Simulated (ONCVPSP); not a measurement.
## How hard is this Cr (Z = 24) ONCV potential?

- Element: Cr
- Generator: ONCVPSP 4.0.1
- Type: optimised norm-conserving Vanderbilt (ONCV)
- Functional: PBE
- Relativity: scalar-relativistic
- Frozen core: [Ne]
- Valence charge: 14
- Reference configuration: 3s2 3p6 3d5 4p1
- Partial waves: 3s: rc 0.90 bohr, ncon 3, nbas 6, qcut 9.1 1/bohr, 2 projectors, debl 1.4 Ha; 3p+4p: rc 1.45 bohr, ncon 4, nbas 8, qcut 11 1/bohr, 2 projectors; 3d: rc 1.00 bohr, ncon 4, nbas 8, qcut 10 1/bohr, 2 projectors, debl 3.7 Ha
- Local potential: polynomial inside 0.75 bohr (lpopt 1, dvloc0 0 Ha)
- Core correction: Teter function, fcfact 4.5, rcfact 1.2

In the s channel the program set the typed energies aside and used -2.770, 0.250 Ha.

Question: For each optimised wave give the share of its norm inside rc, the residual kinetic energy above qcut (Ha) and the cutoffs (Ha) for errors of 10, 1, 0.1 and 0.01 mHa per electron.

Answer:

| wave | norm inside rc | residual KE | 10 mHa | 1 mHa | 0.1 mHa | 0.01 mHa |
| --- | --- | --- | --- | --- | --- | --- |
| 3s | 0.548 | 9.7e-04 | 31.9 | 41.5 | 112.9 | not reached |
| s projector 2 | 0.063 | 2.9e-04 | 26.5 | 36.6 | 58.5 | 159.5 |
| 3p | 0.885 | 6.4e-09 | 21.2 | 28.2 | 34.7 | 40.7 |
| 4p | 0.014 | 2.3e-10 | 11.0 | 18.4 | 25.4 | 31.5 |
| 3d | 0.370 | 8.2e-03 | 48.7 | 191.8 | 240.2 | 321.9 |
| d projector 2 | 0.073 | 1.2e-02 | 51.3 | 92.0 | 188.8 | 267.9 |

The occupied waves need 192 Ha and 240 Ha for 1 and 0.1 mHa.
